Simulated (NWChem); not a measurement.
SnN2H4Cl2; SMILES [NH2][Sn]([Cl])([NH2])[Cl]

```xyz
9

N      0.1601    -1.6619    -1.4966
Sn     0.0000     0.0000    -0.3133
N     -0.1601     1.6619    -1.4966
Cl     1.9215    -0.0685     1.0817
Cl    -1.9215     0.0685     1.0817
H     -0.7645    -1.9029    -1.8835
H      0.4555    -2.4613    -0.9171
H      0.7645     1.9029    -1.8835
H     -0.4555     2.4613    -0.9171
```
Atoms are numbered in this order, from 1.

Program: NWChem. All runs use the structure optimised with PBE-D3(BJ)/def2-SVP. Not confirmed as a minimum by frequencies. def2 effective core potentials on Sn; no spin-orbit coupling. Field at 589 nm.

**Question.** Predict the results for B3LYP/def2-SVP (core potentials). Quantities: isotropic polarisability (bohr³); anisotropy (bohr³).

**Answer.** The isotropic polarisability (bohr³) is 69.6 and the anisotropy (bohr³) is 10.0.
